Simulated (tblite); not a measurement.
Species: C5H11AlO.
Atom-mapped SMILES: `[AlH2:1][O:2][CH:3]1[CH2:4][CH2:5][CH2:6][CH2:7]1` (hydrogens: H8, H9 on Al1; H10 on C3; H11, H12 on C4; H13, H14 on C5; H15, H16 on C6; H17, H18 on C7)

Cartesian coordinates in Å at the GFN2-xTB level; atoms count from 1:
```
atom  x, y, z in Å
Al1    3.3228    0.2239    0.2639
O2     1.7477    0.2964   -0.1855
C3     0.3882    0.3173   -0.4920
C4    -0.4638    0.9565    0.6078
C5    -1.8846    0.4855    0.2936
C6    -1.7275   -0.8701   -0.4267
C7    -0.2205   -1.0843   -0.6069
H8     3.9727   -1.1280    0.5835
H9     4.1406    1.5187    0.3444
H10    0.2513    0.8629   -1.4350
H11   -0.3702    2.0411    0.6285
H12   -0.1233    0.5620    1.5679
H13   -2.4845    0.3988    1.1980
H14   -2.3774    1.2039   -0.3622
H15   -2.1697   -1.6824    0.1482
H16   -2.2273   -0.8413   -1.3948
H17    0.1895   -1.6915    0.2020
H18    0.0273   -1.5632   -1.5528
```

Level: GFN2-xTB in tblite, geometry and Hessian alike; calculated harmonic values, unscaled, isolated species. This tight-binding method is rough: wavenumbers can miss measured ones by several per cent, in bad cases by 10 to 20. Modes of hydrogen on aluminium can be 10 to 20 % off. One conformer, not necessarily the lowest. The optimisation stopped once no atom felt more than 0.01 eV/Å.

Lowest wavenumbers of the output (negative numbers stand for imaginary wavenumbers):
```
mode    cm-1
  1     -20.4
  2      12.8
  3      92.5
  4     101.4
  5     200.8
  6     388.8
  7     398.4
  8     414.6
  9     496.9
 10     602.6
 11     621.9
 12     741.9
 13     801.5
 14     835.0
 15     852.2
```

Question: Is this structure a minimum?

Answer: Not by this Hessian. 1 mode is imaginary beyond 20i (20i cm⁻¹), so at this level the point lies at or near a first-order saddle. The curvature is small, so loose convergence or finite differences may be the whole cause.

Question: Which atoms move in the imaginary mode?

Answer: 20i: C6 (ring CH2 carbon) 18 %, H15 (methylene hydrogen) 13 %, H16 (methylene hydrogen) 13 %, C5 (ring CH2 carbon) 11 %. These are shares of the mass-weighted motion.

Question: What is the remedy?

Answer: Step along that mode in both directions, optimise again with tighter thresholds and repeat the frequencies. The zero-point energy of this point (91.6 kcal/mol) counts the 47 real modes alone, and thermal corrections from it aren't those of a minimum.
